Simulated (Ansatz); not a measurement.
`O[SiH](Cl)[SiH2]Cl`. Charge 0, multiplicity 1.

Z-matrix (Å, degrees):
```
Si
Cl 1 2.060
Si 1 2.346 2 106.2
O 1 1.636 2 111.6 3 118.8
H 1 1.478 2 107.7 3 -124.9
Cl 3 2.072 1 103.8 2 80.1
H 3 1.483 1 113.9 2 -37.4
H 3 1.485 1 113.2 2 -163.6
H 4 0.961 1 117.0 2 -72.5
```

(1) List the harmonic frequencies (cm⁻¹, unscaled) at PBE0-D4/def2-TZVP in Ansatz. (An estimate is asked.)

(2) Is this a minimum?

(3) Give the ideal-gas thermochemistry at 298.15 K and 1 bar (rigid rotor, harmonic oscillator; point group C1, symmetry number 1).

(4) And at 400, 500, 600, 800 and 1000 K?

Results:

(1) Computed: 30, 78, 121, 220, 285, 334, 407, 480, 529, 557, 672, 755, 787, 810, 879, 934, 938, 2228, 2248, 2262, 3888.

(2) Yes, all 21 modes are real.

(3) Zero-point energy 116.3 kJ/mol; H(298) − E = 139.8 kJ/mol; entropy 383.6 J/(mol·K), of which translation 171.1, rotation 121.7, vibration 90.9; G(298) − E = 25.4 kJ/mol. Modes under 100 cm⁻¹ are hindered rotations or soft bends, so the harmonic entropy is rough.

(4) 
```
T (K)  H − E (kJ/mol)  S (J/mol/K)  G − E (kJ/mol)
  400           152.8        421.2           -15.7
  500           167.1        453.0           -59.4
  600           182.4        480.9          -106.1
  800           215.3        528.1          -207.2
 1000           250.2        567.0          -316.8
```
